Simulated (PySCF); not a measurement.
## Excitation energy of Al²⁺ by level of theory

Al²⁺ [Ne] 3s1 (2S) → Al²⁺ [Ne] 3p1 (2P), as a difference of total energies. Computed with PySCF 2.14 in aug-cc-pVDZ-DK (5s4p2d, 27 functions), with the spin-free X2C one-electron Hamiltonian (Gaussian nucleus). The calculations carry no spin-orbit coupling.

```
method  excitation energy (eV)
   UHF                   6.584
   LDA                   6.340
   PBE                   6.176
  PBE0                   6.278
r2SCAN                   6.163
   M06                   5.985
 TPSSh                   6.120
 B3LYP                   6.349
```

A first-order spin-orbit estimate (lowest level to lowest level, LS coupling) adds -0.014 eV.
